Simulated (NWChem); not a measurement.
System: CH5NSSe; SMILES CS[Se]N

Input file for NWChem:

```
start job
memory heap 200 mb stack 900 mb global 1100 mb
geometry units angstroms noautosym nocenter noautoz
  Se    -0.362358     0.802503    -0.116561
  N      1.322092     1.421212     0.448613
  H      1.201561     2.150326     1.147517
  H      1.827496     1.795649    -0.350745
  S     -0.333275    -1.299048     0.586516
  C      0.621462    -2.170347    -0.718452
  H      0.150786    -2.049829    -1.696654
  H      0.622075    -3.230314    -0.443813
  H      1.650647    -1.806227    -0.744650
end
basis spherical
  * library def2-tzvp
end
dft
  xc xcamb88 1.00 lyp 0.81 vwn_5 0.19 hfexch 1.00
  cam 0.33 cam_alpha 0.19 cam_beta 0.46
  iterations 150
  semidirect filesize 400000000
end
property
  efieldgrad
end
task dft property
```

Parts of the log:

```
             Northwest Computational Chemistry Package (NWChem) 7.3.0
             --------------------------------------------------------

                             Geometry "geometry" -> ""
                             -------------------------

 Output coordinates in angstroms (scale by  1.889725989 to convert to a.u.)

  No.       Tag          Charge          X              Y              Z
 ---- ---------------- ---------- -------------- -------------- --------------
    1 Se                  34.0000    -0.36235800     0.80250300    -0.11656100
    2 N                    7.0000     1.32209200     1.42121200     0.44861300
    3 H                    1.0000     1.20156100     2.15032600     1.14751700
    4 H                    1.0000     1.82749600     1.79564900    -0.35074500
    5 S                   16.0000    -0.33327500    -1.29904800     0.58651600
    6 C                    6.0000     0.62146200    -2.17034700    -0.71845200
    7 H                    1.0000     0.15078600    -2.04982900    -1.69665400
    8 H                    1.0000     0.62207500    -3.23031400    -0.44381300
    9 H                    1.0000     1.65064700    -1.80622700    -0.74465000

 Effective nuclear repulsion energy (a.u.)     349.6436107803

                              NWChem Property Module
                              ----------------------

  itol2e modified to match energy
  convergence criterion.

                                 NWChem DFT Module
                                 -----------------

 Summary of "ao basis" -> "ao basis" (spherical)
 ------------------------------------------------------------------------------
       Tag                 Description            Shells   Functions and Types
 ---------------- ------------------------------  ------  ---------------------
 Se                        def2-tzvp                16       48   6s5p4d1f
 N                         def2-tzvp                11       31   5s3p2d1f
 H                         def2-tzvp                 4        6   3s1p
 S                         def2-tzvp                13       37   5s5p2d1f
 C                         def2-tzvp                11       31   5s3p2d1f

  itol2e modified to match energy
  convergence criterion.

[...]

          -----------------------
          Electric field gradient
          -----------------------

 1 a.u. = 0.324123 10**(16) esu/cm**3  ( or statvolts/cm**2 ) = 0.97174 10**(22) v/m**2

 ------------------------------------------------------------
   Atom      X         Y         Z
 ------------------------------------------------------------
    1 Se  -0.68476   1.51651  -0.22027
 ------------------------------------------------------------

 Electric field gradient in molecular frame (a.u.)
         XX             YY             ZZ             XY             XZ             YZ
 ------------------------------------------------------------------------------------------
       -1.888884      -3.354858       5.243742      -2.480266      -3.633764       2.236441

 Principal components (a.u.) and orientation
 of principal axis w.r.t. absolute frame                      Asymmetry parameter eta
 --------------------------------------------------------------------------------------
        7.615510      -5.229208      -2.386302                       0.373305

       -0.404472       0.632927       0.660156
        0.269603       0.772278      -0.575240
        0.873909       0.054689       0.483004

 ------------------------------------------------------------
   Atom      X         Y         Z
 ------------------------------------------------------------
    2 N    2.49839   2.68570   0.84776
 ------------------------------------------------------------

 Electric field gradient in molecular frame (a.u.)
         XX             YY             ZZ             XY             XZ             YZ
 ------------------------------------------------------------------------------------------
       -0.309694       0.454494      -0.144801      -0.623951       0.142945      -0.430477

 Principal components (a.u.) and orientation
 of principal axis w.r.t. absolute frame                      Asymmetry parameter eta
 --------------------------------------------------------------------------------------
        0.980986      -0.677654      -0.303332                       0.381577

       -0.437323       0.820480      -0.368187
        0.820067       0.531873       0.211188
       -0.369105       0.209581       0.905449

 ------------------------------------------------------------
   Atom      X         Y         Z
 ------------------------------------------------------------
    3 H    2.27062   4.06353   2.16849
 ------------------------------------------------------------

 Electric field gradient in molecular frame (a.u.)
         XX             YY             ZZ             XY             XZ             YZ
 ------------------------------------------------------------------------------------------
        0.174833      -0.092220      -0.082613       0.031991       0.064644      -0.298610

 Principal components (a.u.) and orientation
 of principal axis w.r.t. absolute frame                      Asymmetry parameter eta
 --------------------------------------------------------------------------------------
       -0.394239       0.224513       0.169726                       0.138969

       -0.119085       0.489077       0.864073
        0.704430      -0.571683       0.420663
        0.699713       0.658773      -0.276442

 ------------------------------------------------------------
   Atom      X         Y         Z
 ------------------------------------------------------------
    4 H    3.45347   3.39328  -0.66281
 ------------------------------------------------------------

[...]
```

Level: CAM-B3LYP/def2-TZVP. The geometry was optimised at B3LYP/6-31G* (spherical d). NWChem prints the field gradient with the sign opposite to the second derivative of the potential.
